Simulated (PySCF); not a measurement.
Compound: C₅H₇F₂O₂ (doublet state).
Cartesian coordinates in Å at the GFN2-xTB level; atoms count from 1:
```xyz
16
C5H7F2O2 angstrom
C      3.067    0.889   -0.307
O      1.948    0.114   -0.238
C      0.828    0.722    0.344
C     -0.338   -0.230    0.353
C     -0.305   -1.470   -0.098
O     -1.438    0.404    0.919
C     -2.648   -0.178    0.784
F     -2.825   -1.201    1.657
F     -3.578    0.736    1.090
H      3.932    0.362   -0.654
H      3.149    1.766    0.309
H      1.043    1.030    1.379
H      0.543    1.628   -0.214
H      0.609   -1.842   -0.520
H     -1.139   -2.145   -0.049
H     -2.856   -0.572   -0.230
```

The hyperfine couplings belong to this conformer and change with its torsions.

Identity: `[CH2]OCC(=C)OC(F)F` [radical].

Computed with PySCF, UKS B3LYP, pcH-1 on C F H O, non-relativistic, mean-field spin-orbit, GIAO. Geometry: GFN2-xTB, one conformer, isolated molecule. Couplings are sensitive to structure, and on GFN2-xTB geometries they can be far from those on DFT ones. No stability test was run, so a lower SCF solution isn't excluded.

**Question.** Give the principal g shifts and their parts.

**Answer.** 
```tsv
Δg (ppm)	1	2	3
relativistic mass correction	-185	-185	-185
gauge correction	-2	44	39
orbital Zeeman/spin–orbit	-17	1206	2144
total	-204	1065	1997
```

So g = 2.00211, 2.00338, 2.00432 and g_iso = 2.00327; the tensor is rhombic: the two nearest values differ by 42 % of g3 − g1. Axes: g3 points within 4° of the O2–C3 bond.

**Question.** What are the electron Larmor frequencies g μB B/h along the three axes at 330 mT?

**Answer.** 9.2473, 9.2532, 9.2575 GHz for g1, g2 and g3, a range of 10.2 MHz.

**Question.** How much does each term add to the isotropic shift?

**Answer.** The orbital-Zeeman/spin–orbit term 1111, the mass correction -185 and the gauge correction 27 ppm, for a total of 953 ppm. The orbital-Zeeman/spin–orbit term is the largest in size. The mass correction is the same along every axis, so the anisotropy comes from the other two: their spans along these axes are 46 (gauge) and 2161 ppm (orbital Zeeman/spin–orbit).

**Question.** What effective moment and Curie constant follow for a powder?

**Answer.** With the mean of g² = 4.0131 and S(S+1) = 0.75: μ_eff = √(⟨g²⟩S(S+1)) = 1.735 μB and χT = 0.12505·⟨g²⟩·S(S+1) = 0.376 cm³ K/mol (cgs; spin-Hamiltonian part alone).

**Question.** In a frozen sample, at which fields do the three g values resonate at 9.5, 34, 94 and 263 GHz (hyperfine left aside), and which band first spreads them over more than twice a line width of 0.3 mT?

**Answer.** 
```tsv
band	GHz	B(g3) mT	B(g2) mT	B(g1) mT	spread mT
X	9.5	338.65	338.80	339.02	0.37
Q	34.0	1212.00	1212.56	1213.33	1.33
W	94.0	3350.81	3352.37	3354.50	3.68
J	263.0	9375.14	9379.51	9385.45	10.31
```

The spread grows in proportion to the frequency. Q band is the first where it exceeds 0.6 mT.

The largest Mulliken spin populations are on C1 (+0.94) and O2 (+0.12). No atom but C1 exceeds +0.15. The angles at C1 add up to 355.1°, so it is nearly planar; its axial dipolar tensor and the negative couplings of its protons fit spin in a p orbital normal to that plane.

The HOMO–LUMO gaps are 5.19 eV among the α and 5.97 eV among the β orbitals.

The run took 3.1 min (with the writing of density and orbital grids) on AMD EPYC, one thread, no GPU, shared host with 64 logical CPUs at a one-minute load of 61, and the process peaked at 1.1 GiB of memory.
